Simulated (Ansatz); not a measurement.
B2ClH4NO, SMILES `BOB(N)Cl`. The species carries charge 0 and has multiplicity 1. The structure was optimised at the PBE0-D4/def2-TZVP level. It is one conformer, not always the lowest.

```xyz
9

B     0.849    0.248    1.678
O     0.506   -0.307    0.491
B    -0.359    0.122   -0.490
N    -0.549   -0.678   -1.609
Cl   -1.229    1.664   -0.368
H     0.370    1.287    2.031
H     1.646   -0.351    2.341
H    -0.072   -1.557   -1.712
H    -1.162   -0.428   -2.362
```

Problem. What is the dipole moment at ωB97M-V/def2-TZVPP? (Estimate.)

Solution. Computed: 2.31 D, with components (-0.14, -1.52, -1.74) D in this frame, pointing from negative to positive charge.

Problem. And with PBE, r2SCAN, B3LYP? (An estimate is asked.)

Solution. The calculation gave: PBE 2.51 D, r2SCAN 2.43 D, B3LYP 2.34 D.

Problem. Give the Mulliken charges with ωB97M-V, PBE, B3LYP in def2-TZVPP. (Estimate.)

Solution. Ansatz gave: 
| atom | ωB97M-V | PBE | B3LYP |
| --- | --- | --- | --- |
| B1 | 0.01 | 0.07 | 0.07 |
| O2 | -0.36 | -0.27 | -0.34 |
| B3 | 0.32 | 0.28 | 0.34 |
| N4 | -0.21 | -0.25 | -0.25 |
| Cl5 | -0.17 | -0.19 | -0.20 |
| H6 | 0.06 | 0.00 | 0.02 |
| H7 | 0.06 | 0.00 | 0.03 |
| H8 | 0.14 | 0.18 | 0.17 |
| H9 | 0.14 | 0.18 | 0.17 |

B3LYP here is the variant with VWN-RPA as its local correlation; programs differ in this.
